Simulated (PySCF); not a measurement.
Compound: C₉H₁₁ClFN.
SMILES with atom numbers: `[N:1]#[C:2][C@@H:3]1[CH2:4][CH2:5][CH2:6]/[C:7](=[C:8](\[F:9])[CH2:10][Cl:11])[CH2:12]1`

Cartesian coordinates in Å at the PBE0-D3(BJ)/def2-SVP level; atoms count from 1:
```
atom  x, y, z in Å
N1     0.9976   -1.8433   -1.6647
C2     0.5963   -1.5136   -0.6300
C3     0.1238   -1.0728    0.6836
C4    -1.0702   -0.1124    0.5571
C5    -0.6716    1.2195   -0.0667
C6     0.4931    1.8758    0.6812
C7     1.6332    0.9102    0.8090
C8     2.8545    1.1656    0.3266
F9     3.1232    2.3630   -0.2167
C10    4.0279    0.2502    0.3099
Cl11   4.8313    0.1129    1.9148
C12    1.2819   -0.3996    1.4473
H13   -0.1925   -1.9779    1.2283
H14   -1.8734   -0.5897   -0.0251
H15   -1.4677    0.0509    1.5734
H16   -1.5399    1.8967   -0.0825
H17   -0.3786    1.0571   -1.1177
H18    0.1548    2.1676    1.6929
H19    0.8177    2.7925    0.1724
H20    4.7739    0.6356   -0.3954
H21    3.7445   -0.7650    0.0061
H22    2.1434   -1.0746    1.5331
H23    0.9318   -0.2115    2.4773
```

NICS is the negative of the GIAO shielding at a point without a nucleus: at the ring centre (0) and 1 Å above and below it (1); zz is the component along the ring normal. Level: GIAO PBE0/pcSseg-1 (PySCF, non-relativistic, gas phase) on the PBE0-D3(BJ)/def2-SVP geometry, one conformer.

Ring bond lengths (Å), with Mayer bond orders in brackets: C3–C4 1.537 (1.01), C4–C5 1.524 (1.03), C5–C6 1.532 (1.02), C6–C7 1.499 (1.04), C7–C12 1.499 (1.02), C12–C3 1.542 (1.00).

Question: What do the NICS probes read (ppm)?

Answer: 
```json
{"ring": "C3–C4–C5–C6–C7–C12", "type": "6-membered carbocycle; formal bonds all single", "NICS(0)": "-2.4", "NICS(1), two faces": "-3.2 / -1.7", "NICS(1)zz, two faces": "2.0 / 3.1", "rms pucker (Å)": "0.23", "centre to ring atoms, mean (Å)": "1.47"}
```

Question: What can be read from them?

Answer: 
- C3–C4–C5–C6–C7–C12: mean NICS(1)zz 2.5 ppm, near zero. C3, C4, C5, C6, C12 have four or more neighbours; no verdict on aromaticity is drawn.

Question: List the ring angles and the Hirshfeld charges of the ring atoms.

Answer: 
- C3–C4–C5–C6–C7–C12: C3 110.6° (+0.001 e), C4 112.1° (-0.059 e), C5 111.9° (-0.064 e), C6 110.1° (-0.071 e), C7 114.9° (-0.017 e), C12 110.3° (-0.061 e); sum 669.9° against 720° for a flat convex ring.

Question: What are the shieldings of the ring atoms and their hydrogens in the same run (means over atoms taken as equivalent)?

Answer: 
```
atoms                      environment  σ isotropic (ppm)  principal values of the symmetric part, first atom (ppm)
   C3     sp3 carbon next to a nitrile              155.0                                       146.9, 155.0, 163.1
   C4                  ring CH2 carbon              153.1                                       148.5, 151.5, 159.3
   C5                  ring CH2 carbon              158.7                                       152.6, 157.6, 165.9
   C6                   allylic carbon              156.6                                       144.1, 157.1, 168.7
   C7  fully substituted alkene carbon               59.7                                        -40.4, 61.0, 158.4
  C12                   allylic carbon              150.4                                       143.2, 145.7, 162.2
  H13                 methine hydrogen              28.75                                          25.1, 26.0, 35.2
  H14               methylene hydrogen              29.46                                          24.7, 27.3, 36.3
  H15               methylene hydrogen              29.86                                          25.9, 27.8, 35.9
  H16               methylene hydrogen              29.72                                          24.3, 27.6, 37.3
  H17               methylene hydrogen              29.53                                          26.6, 27.8, 34.2
  H18               methylene hydrogen              29.71                                          25.7, 27.5, 35.9
  H19               methylene hydrogen              28.38                                          23.1, 28.3, 33.8
  H22               methylene hydrogen              28.68                                          23.5, 28.0, 34.5
```

The list is cut; further classes of hydrogen are left out.

Time: 70 s wall, 2.9 min CPU; peak memory 2.4 GiB. Hardware: 2 threads, Intel Xeon Platinum 8175M at 2.50 GHz (x86_64), no GPU, on a shared host. This is the whole shielding run at PBE0/pcSseg-1, SCF included.
